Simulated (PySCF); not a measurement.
C₃H₆O₂Se, SMILES COC(=O)C[SeH], GFN2-xTB optimised geometry.

```
12

C      0.03    -2.20    -0.04
O     -0.66    -0.96    -0.01
C      0.09     0.14     0.00
O      1.29     0.14     0.00
C     -0.78     1.37     0.00
Se     0.31     2.97     0.34
H      0.58    -2.31    -0.98
H     -0.72    -2.97     0.06
H      0.75    -2.25     0.79
H     -1.26     1.47    -0.98
H     -1.55     1.29     0.76
H      1.55     2.28     0.18
```

Density from PySCF with CAM-B3LYP/def2-TZVP at that geometry.

Minimum of the electron density along straight lines between bonded atoms, close to the bond critical point (lines longer than 1.1 times the sum of covalent radii, or with two minima, are not listed):

| bond | length / Å | ρ at the minimum / e bohr⁻³ | ∇²ρ there / e bohr⁻⁵ | position (fraction from the first atom) |
|---|---|---|---|---|
| C1–O2 | 1.425 | 0.248 | -0.47 | 0.35 |
| O2–C3 | 1.329 | 0.322 | -0.70 | 0.66 |
| C3–O4 | 1.203 | 0.436 | -0.29 | 0.34 |
| C3–C5 | 1.509 | 0.264 | -0.71 | 0.52 |
| C5–Se6 | 1.962 | 0.147 | -0.15 | 0.49 |
| C1–H7 | 1.092 | 0.286 | -1.02 | 0.65 |
| C1–H8 | 1.087 | 0.290 | -1.05 | 0.65 |
| C1–H9 | 1.092 | 0.287 | -1.03 | 0.65 |
| C5–H10 | 1.093 | 0.280 | -0.97 | 0.65 |
| C5–H11 | 1.091 | 0.281 | -0.98 | 0.65 |
| Se6–H12 | 1.438 | 0.190 | -0.38 | 0.63 |
